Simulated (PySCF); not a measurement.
# Finite-field polarisability of Si (silicon, neutral)

[Ne] 3s2 3p2, high-spin 3P determinant. All numbers are calculated (PySCF 2.14, no relativity, point nucleus, in aug-cc-pV(Q+d)Z (7s6p5d3f2g, 89 functions)). Frozen: [Ne]. Energy changes in a uniform field (μhartree):

| axis | F (au) | HF | MP2 | CCSD | CCSD(T) |
| --- | --- | --- | --- | --- | --- |
| x | 0.0025 | -101.949 | -100.948 | -99.724 | -99.954 |
| x | 0.005 | -408.003 | -404.030 | -399.128 | -400.053 |
| y | 0.0022 | -100.281 | -98.567 | -97.485 | -97.648 |
| y | 0.0044 | -401.745 | -394.883 | -390.553 | -391.211 |

By symmetry the remaining axis equals y.

Task: Derive α along x at CCSD(T) from the two fields.

Result: With ΔE = −αF²/2 − γF⁴/24, α = −(16 ΔE(F) − ΔE(2F))/(6F²) = 31.98 bohr³.

Task: And the mean polarisability at each level?

Result: The components xx, yy, zz at CCSD(T) are 31.98, 40.33, 40.33, the third axis being equal by symmetry to one of the two computed. Means: HF 38.48, MP2 37.90, CCSD 37.48, CCSD(T) 37.55 bohr³. Reference: 37.3 ± 0.7 bohr³ (recommended; Schwerdtfeger and Nagle, table of static dipole polarizabilities (2023 update)).
